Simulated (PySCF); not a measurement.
Harmonic spectrum computed at PBE0 in the def2-TZVP basis family (core potentials from Rb on, PySCF, no spin–orbit coupling):

| symmetry | ω (cm⁻¹) | IR (km/mol) |
| --- | --- | --- |
| a' | 99 | 17.4 |
| a' | 207 | 5.8 |
| a'' | 331 | 2.3 |
| a' | 680 | 54.6 |
| a'' | 692 | 165 |
| a' | 1160 | 57.7 |

Task: Which molecule gave it? In each, all ligands are bound to the one heavy central atom.
A. TaNF₂ (singlet)
B. WNF₂ (doublet)
C. MoNF₂ (doublet)
D. RuNF₂ (doublet)

Result: B. It has Cs symmetry with W–F 1.864 Å (×2), W–N 1.655 Å.
